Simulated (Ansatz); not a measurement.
```xyz
14

C    -1.195    0.534   -1.433
Si   -0.437    0.393    0.275
Al    0.422    2.531    1.161
O     0.784   -0.722    0.243
Si    1.086   -2.327    0.249
H    -2.021    1.251   -1.420
H    -1.590   -0.430   -1.763
H    -0.463    0.873   -2.170
H    -1.510   -0.128    1.187
H     1.872    2.660    1.802
H    -0.501    3.829    1.116
H     0.314   -2.997    1.331
H     0.703   -2.936   -1.054
H     2.537   -2.532    0.476
```

The species carries charge 0 and has multiplicity 1.

Question: List the PBE0/def2-TZVPP orbital energies in eV (Ansatz 0.2.0). (Estimate.)

Answer: Ansatz gave: Occupied: -1802.98, -1802.82, -1527.83, -522.59, -277.84, -145.23, -145.05, -113.71, -99.92, -99.87, -99.87, -99.75, -99.70, -99.68, -73.85, -73.62, -73.61, -27.72, -19.71, -16.15, -13.69, -12.12, -11.92, -11.44, -11.20, -11.10, -10.71, -9.40, -9.07, -8.49, -8.45, -7.10. Lowest empty: -2.03, -0.22, 0.66, 0.80, 1.50, 1.56, 1.79, 1.89.
